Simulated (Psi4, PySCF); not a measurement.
Intermolecular potential of F4Si ··· Cl- (SMILES F[Si](F)(F)F and [Cl-]) (charge -1). Monomers: optimised at B3LYP-D3(BJ) (def2-TZVP), held rigid. Orientation: lowest of the rigid-body minima from ten starts at GFN2-xTB. Only R, the distance of the centres of mass, is varied, so the lowest point isn't the relaxed dimer.

Levels: RKS-B3LYP/6-31G* = restricted B3LYP/6-31G*, spherical d, no counterpoise correction (PySCF); RMP2/6-31G* = restricted MP2 (frozen core)/6-31G*, spherical d, no counterpoise correction (PySCF); SAPT0/jun-cc-pVDZ, frozen core (Psi4).

Interaction energies in kcal/mol:

| R / Å | RKS-B3LYP/6-31G* | RMP2/6-31G* |
|---|---|---|
| 2.61 | 10.59 | 13.11 |
| 2.82 | -0.18 | 1.98 |
| 2.96 | -4.15 | -2.29 |
| 3.18 | -7.28 | -5.88 |
| 3.41 | -8.16 | -7.15 |
| 3.62 | -7.89 | -7.12 |
| 3.87 | -6.97 | -6.40 |
| 4.21 | -5.49 | -5.07 |
| 4.64 | -3.79 | -3.50 |
| 5.35 | -1.81 | -1.74 |
| 6.36 | -0.68 | -0.72 |
| 7.69 | -0.30 | -0.32 |

Q: What does SAPT0/jun-cc-pVDZ give at the same points?

A: 2.61: 12.58; 2.82: 2.40; 2.96: -1.36; 3.18: -4.39; 3.41: -5.41; 3.62: -5.40; 3.87: -4.89; 4.21: -3.96; 4.64: -2.89; 5.35: -1.71; 6.36: -0.87; 7.69: -0.41 (kcal/mol).
